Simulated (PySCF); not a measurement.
Computed IR spectrum (relative IR intensity) of a molecule C3H7ClSi. The structure is a stationary point at PBE-D3(BJ)/def2-SVP. One conformer was computed; it need not be the lowest. Computed with PySCF with PBE-D3(BJ)/def2-SVP. Frequencies are harmonic and unscaled.

Lines under 2 % of the strongest are left out, and lines within 2 cm⁻¹ are merged.

ν (cm⁻¹): 322 (vw), 473 (w), 627 (vw), 702 (m), 766 (w), 777 (w), 804 (m), 857 (w), 875 (vs), 907 (m), 940 (w), 1130 (w), 1214 (w), 1252 (vw), 1383 (vw), 1592 (s), 2145 (s), 2153 (s) (against the strongest line: vs over 80 %, s over 45 %, m over 15 %, w over 4 %, vw less)

Which molecule gave these data?
(A) C[SiH2]/C=C/Cl
(B) C=CC[SiH2]Cl
(C) C/C([SiH3])=C/Cl
(D) C=C(Cl)[SiH2]C

A, C[SiH2]/C=C/Cl
